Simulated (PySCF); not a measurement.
**Krypton: a sound run and one with changed settings**

Sound run: Kr+ [Ar] 3d10 4s2 4p5, Kr(2+) [Ar] 3d10 4s2 4p4. Computed with PySCF 2.14 in cc-pVDZ-DK, with the spin-free X2C one-electron Hamiltonian (Gaussian nucleus). In the sound run the correlated levels freeze [Ar] 3d10. The sound run starts from symmetry-adapted Hartree-Fock orbitals and uses a fine grid where one is needed.

Changed run: the non-relativistic Hamiltonian (point nucleus). This setting is unsound on purpose.

```csv
species,method,sound run (hartree),changed run (hartree),converged
Kr+,UHF,-2787.56926,-2728.32075,yes
Kr+,MN15,-2791.18659,-2731.96185,yes
Kr+,TPSS,-2789.28562,-2730.04363,yes
Kr+,MP2,-2787.66295,-2728.41547,yes
Kr+,CCSD(T),-2787.67757,-2728.43070,yes
Kr(2+),UHF,-2786.71225,-2727.46356,yes
Kr(2+),MN15,-2790.29257,-2731.06632,yes
Kr(2+),TPSS,-2788.38874,-2729.14629,yes
Kr(2+),MP2,-2786.78563,-2727.53824,yes
Kr(2+),CCSD(T),-2786.80160,-2727.55508,yes
```

Ionisation energy of Kr+:

```tsv
method	sound run (eV)	changed run (eV)
UHF	23.320	23.325
MN15	24.328	24.369
TPSS	24.405	24.418
MP2	23.873	23.870
SCS-MP2	23.845	23.842
CCSD	23.834	23.825
CCSD(T)	23.836	23.827
```

Most of the change in total energy is the relativistic energy itself. On top of that the contraction fixes the core shape for the Hamiltonian it was made with, so the changed run is not a good calculation with the other Hamiltonian either.

For comparison, NIST gives 24.360 eV between the lowest levels.
